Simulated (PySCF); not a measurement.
C₃HF₄, SMILES F/C=[C]/C(F)(F)F, multiplicity 2. Atoms are numbered in the order given.

```xyz
8

F      0.2617     2.8980     0.0000
C     -0.2918     1.6911     0.0000
C      0.3956     0.5691     0.0000
C      0.0544    -0.8671     0.0000
F      0.5376    -1.4945    -1.0805
F      0.5376    -1.4945     1.0805
F     -1.2877    -1.0284     0.0000
H     -1.3911     1.7170     0.0000
```
Charge 0, spin multiplicity 2.

Geometry: B3LYP-D3(BJ)/def2-SVP. The isomer is the one that the SMILES or the coordinates give; other isomers of the formula were not compared.

Method: PBE/pcH-1 (PySCF).

Unrestricted Kohn–Sham, ⟨S²⟩ = 0.758. Hyperfine tensors hold the contact and dipolar terms, without spin-orbit corrections.

Computed hyperfine couplings:
| nucleus | A(iso) (MHz) | A(iso) (G) | dipolar principal values (MHz) |
|---|---|---|---|
| 19F no. 1 | 132.9 | 47.4 | -90.5, -25.2, 115.7 |
| 13C no. 2 | -37.0 | -13.2 | -21.6, -1.2, 22.7 |
| 13C no. 3 | 308.0 | 109.9 | -80.6, -61.1, 141.7 |
| 13C no. 4 | 9.2 | 3.3 | -4.7, -4.3, 8.9 |
| 19F no. 5 | -0.6 | -0.2 | -15.0, -6.5, 21.5 |
| 19F no. 6 | -0.6 | -0.2 | -15.0, -6.5, 21.5 |
| 19F no. 7 | 102.6 | 36.6 | -101.9, -98.0, 199.9 |
| 1H no. 8 | 109.1 | 38.9 | -6.8, -0.2, 6.9 |
